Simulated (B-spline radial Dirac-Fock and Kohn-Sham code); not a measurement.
Model: the Dirac equation of a negative muon with reduced mass in the field of a spherical finite nucleus, with the Uehling potential to all orders; nuclear polarisation, deformation, hyperfine structure, self-energy, higher-order vacuum polarisation, relativistic recoil and electron screening are left out. Program: a radial atomic solver. The nuclear charge is a Fermi distribution (skin thickness 2.3 fm).

Q: A muonic atom of atomic mass 168.94 u emits these computed lines: 2p3/2 → 1s1/2 5083 keV, 3d5/2 → 2p3/2 1874 keV, 4f7/2 → 3d5/2 681.1 keV, 5g9/2 → 4f7/2 313.4 keV. Which element is it, and what rms charge radius was used?

A: Ytterbium (Z = 70, nuclide ¹⁶⁹Yb); the high transitions hardly feel the nucleus and fix Z. The 2p → 1s line lies 6230 keV below the value for a point nucleus without QED, which for this nuclear model gives a radius near 5.28 fm (5.2771 fm was used).
